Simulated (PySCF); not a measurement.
Estimate the missing entries of this data sheet.

Species: (F3Si)2NMe, CH3F6NSi2.
Structure used (PBE0-D3(BJ)/def2-SVP), in Å, numbered top down from 1:
```
atom  x, y, z in Å
Si1   -1.5021    0.6184   -0.2976
F2    -2.4127    0.6706    1.0142
F3    -1.2584    2.0925   -0.8592
F4    -2.3401   -0.2012   -1.3829
N5     0.0139   -0.0719    0.0624
C6     0.0286   -1.3033    0.8739
Si7    1.4721    0.5998   -0.5185
F8     1.3611    0.9706   -2.0671
F9     1.9217    1.9297    0.2415
F10    2.6340   -0.4786   -0.3100
H11   -0.6034   -1.1841    1.7658
H12    1.0497   -1.5283    1.2057
H13   -0.3338   -2.1663    0.2939
```

```json
{"property": "point group", "level": "PBE0-D3(BJ)/def2-SVP", "value": "C1"}
{"property": "rotational constants A, B, C", "level": "PBE0-D3(BJ)/def2-SVP", "value": "1.547, 0.688, 0.623 GHz"}
{"property": "dipole moment", "level": "wB97X-D/def2-SVPD", "value": "2.71 D"}
{"property": "HOMO energy", "level": "wB97X-D/def2-SVPD", "value": "-10.94 eV"}
{"property": "LUMO energy", "level": "wB97X-D/def2-SVPD", "value": "1.36 eV"}
{"property": "lowest singlet excitation", "level": "TDDFT wB97X-D/def2-SVPD", "value": "?"}
{"property": "lowest triplet excitation (Tamm–Dancoff)", "level": "TDA wB97X-D/def2-SVPD", "value": "7.48 eV"}
{"property": "static isotropic polarisability", "level": "wB97X-D/def2-SVPD", "value": "?"}
{"property": "electronic spatial extent ⟨r²⟩ about the centre of nuclear charge", "level": "wB97X-D/def2-SVPD", "value": "?"}
{"property": "13C chemical shifts (computed TMS as zero) by class", "level": "GIAO PBE0/pcSseg-1", "value": "?"}
{"property": "1H chemical shifts (computed TMS as zero) by class", "level": "GIAO PBE0/pcSseg-1", "value": "?"}
{"property": "isotropic shieldings of nuclei other than C and H, by class", "level": "GIAO PBE0/pcSseg-1", "value": "?"}
{"property": "core binding energies", "level": "ΔSCF SCAN, pcX-2 on the ionised atom, pcseg-1 elsewhere, spin-free X2C, 2p3/2 from a spin–orbit splitting computed afterwards within the 2p shell", "value": "?"}
```

The electronic properties come from PySCF, for the isolated species, density fitting. Geometry: PBE0-D3(BJ)/def2-SVP; no solvent or vibrations. NMR classes are plain means over equivalent atoms (diastereotopic ones count apart unless rotation or inversion swaps them), as if these changed places fast; in this geometry the members of some classes differ.

Question: What are the isotropic shieldings of nuclei other than C and H, by class?

Answer: 235 (N5), 331 (F2/F3/F4/F8/F9/F10), 431 (Si1/Si7) ppm.

Question: Give the 1H chemical shifts (computed TMS as zero) by class.

Answer: 2.82 (H11/H12/H13) ppm.

Question: What is the lowest singlet excitation?

Answer: 7.76 eV (160 nm, f = 0.006).

Question: What is the static isotropic polarisability?

Answer: 60.2 au.

Question: What are the core binding energies?

Answer: Si2p3/2 110.7 (Si1/Si7), C1s 293.0 (C6), N1s 406.1 (N5), F1s 693.8 (F2/F3/F4/F8/F9/F10), Si1s 1851.1 (Si1/Si7) eV.

Question: What is the electronic spatial extent ⟨r²⟩ about the centre of nuclear charge?

Answer: 1801 bohr².

Question: What are the 13C chemical shifts (computed TMS as zero) by class?

Answer: 29.7 (C6) ppm.

The vertical singlet–triplet gap S1 − T1 is 0.28 eV (TDDFT singlet less Tamm–Dancoff triplet; S1: HOMO→LUMO, weight 0.86; T1: HOMO→LUMO, weight 0.83). No computed singlet falls in the visible range (750 to 380 nm, 1.65 to 3.26 eV); S1 lies 4.50 eV above its blue end. The polarisability is 8.93 Å³ as a volume (1 au = 0.148185 Å³), or 0.61 au for each of the 98 electrons. The 10 singlets span 7.76 to 10.85 eV, and their oscillator strengths add up to 0.31. The principal polarisabilities are 53.9, 62.7 and 64.1 au; their mean is the isotropic value.
